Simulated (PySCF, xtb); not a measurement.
Cd(H)(SH) (CdH2S), SMILES [SH][CdH].

GFN2-xTB run with xtb 6.7.1 at its own geometry gives an orbital gap of 3.74 eV and a dipole moment of 3.77 D.

Geometry optimised at PBE0-D3(BJ)/def2-TZVP. The def2 effective core potentials stand for the cores of Cd; spin–orbit coupling is left out.

### Question
What does PBE0/def2-TZVPD in PySCF give? (An estimate is asked for; the answer gives what the named calculation found.)

### Answer
gap 6.24 eV (levels -7.12 and -0.87 eV), dipole 1.53 D.
